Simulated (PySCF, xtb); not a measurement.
Al(F)2(SMe) (CH₃AlF₂S), SMILES C[S][Al]([F])[F].

xtb with GFN2-xTB at its own geometry gives an orbital gap of 3.15 eV and a dipole moment of 2.85 D.

Coordinates come from a B3LYP-D3(BJ)/def2-SVP optimisation. The structure was generated by enumeration; whether it is a known compound was not checked. The values are those of a single conformer.

**Question.** What does PBE/def2-TZVP in PySCF give? (Estimate from the structure and the level; the computed values follow.)

**Answer.** gap 4.57 eV (levels -6.45 and -1.89 eV), dipole 2.25 D.
